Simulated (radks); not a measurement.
Species: Er. Configuration: [Xe] 4f12 6s2.

Method: scalar-relativistic Kohn-Sham, RPBE, spin-unpolarised, spherical densities, point nucleus; computed with a radial shooting solver on a logarithmic mesh with Libxc functionals.

Energy parts (hartree):
| part | energy |
|---|---|
| total | -13086.8112 |
| kinetic | 14190.4738 |
| electron-nucleus | -32119.4359 |
| Hartree | 5120.2239 |
| exchange-correlation | -278.0729 |

Orbitals (lengths in bohr, moments of r in powers of bohr):
orbital  occ.  eigenvalue (hartree)      <r^2>      <r>
1s          2             -2108.651  0.0005677  0.02037
2s          2             -354.2450   0.008832  0.08645
2p          6             -313.2601   0.007187  0.07672
3s          2             -79.37496    0.05800   0.2253
3p          6             -66.91096    0.05841   0.2245
3d         10             -51.33154    0.04873   0.2038
4s          2             -15.65917     0.2914   0.5081
4p          6             -11.56161     0.3306   0.5390
4d         10              -6.07712     0.3957   0.5837
5s          2              -1.90628      1.770    1.253
5p          6              -0.96990      2.553    1.495
6s          2              -0.13850      18.85    4.058
4f         12              -0.11458     0.9770   0.8324
6p          0              -0.04232      42.14    6.026
5d          0              -0.03192      19.28    3.799

The highest occupied level is 4f at -3.118 eV. Summed over all electrons, <r^2> = 75.83 bohr^2, which gives a Langevin (diamagnetic) susceptibility term of -60.1 x 10^-6 cm^3/mol. For comparison, the ionisation energy in NIST's Atomic Spectra Database is 6.108 eV (measured). In exact Kohn-Sham theory the highest level is minus the ionisation energy, but local and semilocal functionals leave it too shallow, through self-interaction and a potential that decays too fast; potentials with the right tail come closer.

Beside tabulated values, note that spin-unpolarised runs miss the spin-polarisation part of the exchange energy of open shells.
